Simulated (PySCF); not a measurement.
Electric field gradients and quadrupole coupling constants

C6H7F3O.
Geometry (PBE0-D3(BJ)/def2-SVP, Å), atoms numbered from 1 in this order:
```xyz
17
C6H7F3O angstrom
F      3.6076    0.4795   -1.8304
C      3.0119    0.2939   -0.6695
F      3.5111    1.1683    0.2097
F      3.3184   -0.9238   -0.2201
O      1.6918    0.4525   -0.8457
C      0.8876    0.3747    0.2768
C     -0.3984    0.0738    0.1492
C     -1.2713   -0.2810   -1.0282
C     -2.4632   -0.4303   -0.0480
C     -1.5392   -0.0361    1.1344
H      1.3710    0.6172    1.2264
H     -0.9718   -1.1985   -1.5595
H     -1.3744    0.5202   -1.7775
H     -2.8726   -1.4479    0.0176
H     -3.2955    0.2641   -0.2283
H     -1.4120   -0.8075    1.9107
H     -1.8066    0.9078    1.6360
```

Field gradients from the PBE0/pcSseg-1 density (PySCF, non-relativistic), principal values in atomic units, ordered |Vxx| ≤ |Vyy| ≤ |Vzz|:

```
atom      Vxx      Vyy     Vzz
  O5  -0.2529  -1.6637  1.9166
```

Question: Find the asymmetry η = (Vxx − Vyy)/Vzz and the couplings χ = eQV/h (234.96 MHz × Q in barn × V in au), with Q(17O) = −0.0256 b.

Answer: 
| atom | environment | nucleus | η | χzz (MHz) | χxx (MHz) | χyy (MHz) |
| --- | --- | --- | --- | --- | --- | --- |
| O5 | ether oxygen | 17O | 0.74 | -11.53 | 1.52 | 10.01 |

The tensor is traceless: Vxx + Vyy + Vzz = 0.

Question: What is Vzz at O5 in SI units (1 au = 9.71736 × 10²¹ V/m²)?

Answer: 1.9166 au = 18.624 × 10²¹ V/m².

Were the hydrogens deuterons (Q(2H) = 0.00286 b), χzz would run from 195 kHz (H17, H13, H16 and H12) to 198 kHz (H11, H15 and H14).

One conformer (not necessarily the lowest) at the PBE0-D3(BJ)/def2-SVP geometry, without solvent, vibrations or thermal averaging. These gradients aren't converged with respect to the basis.
